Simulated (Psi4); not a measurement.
C4H6Si, charge +1, doublet, at a GFN2-xTB geometry (a state made from the parent by changing its charge; the spin is typed, not shown lowest); Psi4 1.11 with PBE0/STO-3G.

Input for Psi4:
```
memory 2 GB

molecule mol {
1 2
C    -1.222972    0.750789   -0.511415
C    -0.027153    1.293129   -0.176368
Si    1.276395   -0.078851    0.248676
C    -0.286777   -1.221920    0.358743
C    -1.366359   -0.638240   -0.215880
H    -2.016288    1.318976   -0.982691
H     0.171900    2.352184   -0.144975
H     1.966939    0.119196    1.514540
H     1.999349   -0.412890   -0.970565
H    -0.297504   -2.195062    0.822515
H    -2.274361   -1.181050   -0.450776
}

set {
  basis sto-3g
  reference uks
  scf_type pk
  puream true
  d_convergence 1e-8
  dft_radial_points 99
  dft_spherical_points 590
}

energy('pbe0')
print_variables()
```

The log (banner, timings and long lists left out):

```
   => Loading Basis Set <=

    Name: STO-3G
    Role: ORBITAL
    Keyword: BASIS

         ---------------------------------------------------------
                                   SCF
               by Justin Turney, Rob Parrish, Andy Simmonett
                          and Daniel G. A. Smith
                              UKS Reference
         ---------------------------------------------------------

  ==> Geometry <==

    Molecular point group: c1
    Full point group: C1

    Geometry (in Angstrom), charge = 1, multiplicity = 2:

       Center              X                  Y                   Z               Mass
    ------------   -----------------  -----------------  -----------------  -----------------
         C           -1.228055777678     0.750783489886    -0.513908659893    12.000000000000
         C           -0.032236777678     1.293123489886    -0.178861659893    12.000000000000
         SI           1.271311222322    -0.078856510114     0.246182340107    27.976926534650
         C           -0.291860777678    -1.221925510114     0.356249340107    12.000000000000
         C           -1.371442777678    -0.638245510114    -0.218373659893    12.000000000000
         H           -2.021371777678     1.318970489886    -0.985184659893     1.007825032230
         H            0.166816222322     2.352178489886    -0.147468659893     1.007825032230
         H            1.961855222322     0.119190489886     1.512046340107     1.007825032230
         H            1.994265222322    -0.412895510114    -0.973058659893     1.007825032230
         H           -0.302587777678    -2.195067510114     0.820021340107     1.007825032230
         H           -2.279444777678    -1.181055510114    -0.453269659893     1.007825032230

  Running in c1 symmetry.

  Rotational constants: A =      0.23838  B =      0.14823  C =      0.09564 [cm^-1]
  Rotational constants: A =   7146.33843  B =   4443.73120  C =   2867.16793 [MHz]
  Nuclear repulsion =  199.245609407122998

  Charge       = 1
  Multiplicity = 2
  Electrons    = 43
  Nalpha       = 22
  Nbeta        = 21

  ==> Algorithm <==

  SCF Algorithm Type is PK.
  DIIS enabled.
  MOM disabled.
  Fractional occupation disabled.
  Guess Type is SAD.
  Energy threshold   = 1.00e-06
  Density threshold  = 1.00e-08
  Integral threshold = 1.00e-12

  ==> Primary Basis <==

  Basis Set: STO-3G
    Blend: STO-3G
    Number of shells: 23
    Number of basis functions: 35
    Number of Cartesian functions: 35
    Spherical Harmonics?: true
    Max angular momentum: 1

  ==> DFT Potential <==

   => LibXC <=

    Version 7.1.2
    S. Lehtola, C. Steigemann, M. J. T. Oliveira, and M. A. L. Marques,  SoftwareX 7, 1–5 (2018) (10.1016/j.softx.2017.11.002)

   => Composite Functional: PBE0 <=

    PBE0 Hyb-GGA Exchange-Correlation Functional

    C. Adamo and V. Barone,  J. Chem. Phys. 110, 6158 (1999) (10.1063/1.478522)
    M. Ernzerhof and G. E. Scuseria,  J. Chem. Phys. 110, 5029 (1999) (10.1063/1.478401)

    Deriv               =              1
    GGA                 =           TRUE
    Meta                =          FALSE

    Exchange Hybrid     =           TRUE
    MP2 Hybrid          =          FALSE

   => Exchange Functionals <=

    0.7500   Perdew, Burke & Ernzerhof

   => Exact (HF) Exchange <=

    0.2500               HF

   => Correlation Functionals <=

    1.0000   Perdew, Burke & Ernzerhof

   => LibXC Density Thresholds  <==

    XC_HYB_GGA_XC_PBEH:  1.00E-15

   => Molecular Quadrature <=

    Radial Scheme          =       TREUTLER
    Pruning Scheme         =           NONE
    Nuclear Scheme         =       TREUTLER

    Blocking Scheme        =         OCTREE
    BS radius alpha        =              1
    Pruning alpha          =              1
    Radial Points          =             99
    Spherical Points       =            590
    Total Points           =         596692
    Total Blocks           =           4256
    Max Points             =            256
    Max Functions          =             34
    Weights Tolerance      =       1.00E-15

  ==> Integral Setup <==

  Using in-core PK algorithm.
   Calculation information:
      Number of atoms:                  11
      Number of AO shells:              23
      Number of primitives:             69
      Number of atomic orbitals:        35
      Number of basis functions:        35

      Integral cutoff                 1.00e-12
      Number of threads:                 1

  Performing in-core PK
  Using 397530 doubles for integral storage.
  We computed 35197 shell quartets total.
  Whereas there are 38226 unique shell quartets.

  ==> DiskJK: Disk-Based J/K Matrices <==

    J tasked:                  Yes
    K tasked:                  Yes
    wK tasked:                  No
    Schwarz Cutoff:          1E-12

  Minimum eigenvalue in the overlap matrix is 1.8181178106E-01.
  Reciprocal condition number of the overlap matrix is 7.3835230024E-02.
    Using symmetric orthogonalization.

  ==> Pre-Iterations <==

  SCF Guess: Superposition of Atomic Densities via on-the-fly atomic UHF (no occupation information).

   -------------------------
    Irrep   Nso     Nmo
   -------------------------
     A         35      35
   -------------------------
    Total      35      35
   -------------------------

  ==> Iterations <==

                        Total Energy        Delta E     RMS |[F,P]|

   @UKS iter SAD:  -437.29397702631132   -4.37294e+02   0.00000e+00
   @UKS iter   1:  -439.66361963705850   -2.36964e+00   6.10296e-03 ADIIS/DIIS
   @UKS iter   2:  -439.68962572189463   -2.60061e-02   3.20808e-03 ADIIS/DIIS
   @UKS iter   3:  -439.69989624277588   -1.02705e-02   3.10874e-04 ADIIS/DIIS
   @UKS iter   4:  -439.70012894479464   -2.32702e-04   2.37193e-04 ADIIS/DIIS
   @UKS iter   5:  -439.70022192340093   -9.29786e-05   8.96268e-05 DIIS
   @UKS iter   6:  -439.70024580059771   -2.38772e-05   5.08484e-05 DIIS
   @UKS iter   7:  -439.70025011002031   -4.30942e-06   6.49146e-06 DIIS
   @UKS iter   8:  -439.70025022378786   -1.13768e-07   1.49382e-06 DIIS
   @UKS iter   9:  -439.70025023029211   -6.50425e-09   3.37436e-07 DIIS
   @UKS iter  10:  -439.70025023064755   -3.55442e-10   9.54645e-08 DIIS
   @UKS iter  11:  -439.70025023068541   -3.78577e-11   2.94122e-08 DIIS
   @UKS iter  12:  -439.70025023069041   -5.00222e-12   9.81781e-09 DIIS
  Energy and wave function converged.

  ==> Post-Iterations <==

   Electrons on quadrature grid:
      Nalpha   =   21.9999998801 ; deviation = -1.199e-07
      Nbeta    =   20.9999998643 ; deviation = -1.357e-07
      Ntotal   =   42.9999997444 ; deviation = -2.556e-07

   @Spin Contamination Metric:   2.178947473E-02
   @S^2 Expected:                7.500000000E-01
   @S^2 Observed:                7.717894747E-01
   @S   Expected:                5.000000000E-01
   @S   Observed:                5.000000000E-01

    Orbital Energies [Eh]
    ---------------------

    Alpha Occupied:

       1A    -65.751797     2A    -10.330128     3A    -10.329394
       4A    -10.301529     5A    -10.301468     6A     -5.396333
       7A     -3.673360     8A     -3.673131     9A     -3.672220
      10A     -1.076210    11A     -0.955880    12A     -0.849396
      13A     -0.741074    14A     -0.730910    15A     -0.702300
      16A     -0.620192    17A     -0.611019    18A     -0.577510
      19A     -0.525688    20A     -0.516782    21A     -0.505697
      22A     -0.450977

    Alpha Virtual:

      23A     -0.224510    24A     -0.080800    25A      0.000925
      26A      0.050851    27A      0.110951    28A      0.162739
      29A      0.207979    30A      0.218750    31A      0.261269
      32A      0.314059    33A      0.376864    34A      0.405235
      35A      0.528702

    Beta Occupied:

       1A    -65.752033     2A    -10.329265     3A    -10.328580
       4A    -10.293795     5A    -10.293725     6A     -5.396719
       7A     -3.673859     8A     -3.673685     9A     -3.672487
      10A     -1.062119    11A     -0.930786    12A     -0.838384
      13A     -0.734787    14A     -0.720883    15A     -0.700033
      16A     -0.613300    17A     -0.602923    18A     -0.558345
      19A     -0.522327    20A     -0.498342    21A     -0.496680

    Beta Virtual:

      22A     -0.320040    23A     -0.169207    24A     -0.046511
      25A      0.010727    26A      0.054930    27A      0.117729
      28A      0.168027    29A      0.217715    30A      0.222749
      31A      0.266062    32A      0.326995    33A      0.386016
      34A      0.413660    35A      0.537693

    Final Occupation by Irrep:
              A
    DOCC [    21 ]
    SOCC [     1 ]
    NA   [    22 ]
    NB   [    21 ]

  @UKS Final Energy:  -439.70025023069041

   => Energetics <=

    Nuclear Repulsion Energy =            199.2456094071229984
    One-Electron Energy =                -990.1096517329212929
    Two-Electron Energy =                 384.6013319717297350
    DFT Exchange-Correlation Energy =     -33.4375398766218126
    Empirical Dispersion Energy =           0.0000000000000000
    VV10 Nonlocal Energy =                  0.0000000000000000
    Total Energy =                       -439.7002502306904148

  UHF NO Occupations:
  HONO-2 :   20  A 1.9996539
  HONO-1 :   21  A 1.9899830
  HONO-0 :   22  A 1.0000000
  LUNO+0 :   23  A 0.0100170
  LUNO+1 :   24  A 0.0003461
  LUNO+2 :   25  A 0.0002802
  LUNO+3 :   26  A 0.0001217

Computation Completed

Properties will be evaluated at   0.000000,   0.000000,   0.000000 [a0]

Properties computed using the SCF density matrix

 Multipole Moments:

 ------------------------------------------------------------------------------------
     Multipole            Electronic (a.u.)      Nuclear  (a.u.)        Total (a.u.)
 ------------------------------------------------------------------------------------

 L = 1.  Multiply by 2.5417464519 to convert [e a0] to [Debye]
 Dipole X            :          0.3383206           -0.4227076           -0.0843870
 Dipole Y            :          0.0100944           -0.0004808            0.0096136
 Dipole Z            :          0.2115960           -0.2073578            0.0042381
 Magnitude           :                                                    0.0850385

 ------------------------------------------------------------------------------------

  Variable Map:
  ----------------------------------------------------------------------------
  "CURRENT ENERGY"              =>    -439.700250230690
  "CURRENT REFERENCE ENERGY"    =>    -439.700250230690
  "DD SOLVATION ENERGY"         =>       0.000000000000
  "DFT FUNCTIONAL TOTAL ENERGY" =>    -439.700250230690
  "DFT TOTAL ENERGY"            =>    -439.700250230690
  "DFT VV10 ENERGY"             =>       0.000000000000
  "DFT XC ENERGY"               =>     -33.437539876622
  "GRID ELECTRONS ALPHA"        =>      21.999999880099
  "GRID ELECTRONS BETA"         =>      20.999999864346
  "GRID ELECTRONS TOTAL"        =>      42.999999744445
  "NUCLEAR REPULSION ENERGY"    =>     199.245609407123
  "ONE-ELECTRON ENERGY"         =>    -990.109651732921
  "PCM POLARIZATION ENERGY"     =>       0.000000000000
  "PE ENERGY"                   =>       0.000000000000
  "SCF ITERATION ENERGY"        =>    -439.700250230690
  "SCF ITERATIONS"              =>      12.000000000000
  "SCF TOTAL ENERGY"            =>    -439.700250230690
  "TWO-ELECTRON ENERGY"         =>     384.601331971730
  "XC GRID RADIAL POINTS"       =>      99.000000000000
  "XC GRID SPHERICAL POINTS"    =>     590.000000000000
  "XC GRID TOTAL POINTS"        =>  596692.000000000000

  Array Variable Map:
  ----------------------------------------------------------------------------
  "CURRENT DIPOLE"              =>      -0.084386995641 ... 0.004238130029 1 by 3
  "SCF DIPOLE"                  =>      -0.084386995641 ... 0.004238130029 1 by 3
  "SCF TOTAL ENERGIES"          =>    -437.293977026311 ... -439.700250230690 1 by 13
```
